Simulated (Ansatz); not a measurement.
Task: Name a neutral molecule of Cl, F, I, Si with HOMO energy (PBE0/def2-TZVPP) between -8.40 and -8.10 eV and ideal-gas entropy at 298 K and 1 bar (rigid rotor, harmonic PBE0-D4/def2-TZVP) between 347 and 363 J/(mol·K) (Ansatz, PBE0-D4/def2-TZVP geometry).

Result: `F[Si](Cl)(Cl)I` (-8.32 eV, 362 J/(mol·K)). Other molecules can fit too; these were computed, each in one conformer that needn't be the lowest.
